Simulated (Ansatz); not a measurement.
Basis sets compared for the cluster Zn3SeF4 (the lowest singlet isomer of a short search). The state is a singlet with charge 0. Geometry r2SCAN-D4/def2-SVP. Ansatz on 4 threads of Intel Xeon 6975P-C on a shared host; times are rough, and most runs start from earlier orbitals.

| atom | x (Å) | y (Å) | z (Å) |
| --- | --- | --- | --- |
| Zn1 | 1.712 | 0.938 | 0.019 |
| Zn2 | -1.349 | -1.058 | 0.935 |
| Zn3 | -0.240 | -0.323 | -1.504 |
| Se4 | 0.962 | -1.336 | 0.302 |
| F5 | -1.998 | -0.525 | -0.899 |
| F6 | 2.710 | 2.233 | 0.648 |
| F7 | -2.534 | -1.188 | 2.217 |
| F8 | 0.737 | 1.258 | -1.718 |

The structure comes from a short search, and lower isomers may exist.

Binding counts from free atoms (Zn singlet, Se triplet, F doublet) in the same basis, without a counterpoise term.

```csv
level,functions,energy (Eh),HOMO (eV),LUMO (eV),binding per atom (eV),wall time
PBE-D4/def2-SVP,181,-8136.4292,-7.01,-3.60,2.99,1.3 s
PBE-D4/def2-TZVP,316,-8138.0208,-7.66,-4.02,2.82,2.7 s
revPBE-D4/def2-TZVP,316,-8138.8572,-7.56,-3.88,2.67,2.7 s
PBE0-D4/def2-SVP,181,-8136.5893,-8.64,-2.87,2.86,2.6 s
PBE0-D4/def2-TZVP (with forces),316,-8138.1476,-8.93,-3.20,2.74,14 s
```

Q: Estimate the rows for PBE-D4/def2-TZVPD, revPBE-D4/def2-TZVPD, PBE0-D4/def2-TZVPD.

A: 
```tsv
level	functions	energy (Eh)	HOMO (eV)	LUMO (eV)	binding per atom (eV)	wall time
PBE-D4/def2-TZVPD	370	-8138.0288	-7.68	-4.02	2.83	4.5 s
revPBE-D4/def2-TZVPD	370	-8138.8656	-7.58	-3.89	2.68	4.5 s
PBE0-D4/def2-TZVPD	370	-8138.1554	-8.92	-3.19	2.75	12 s
```
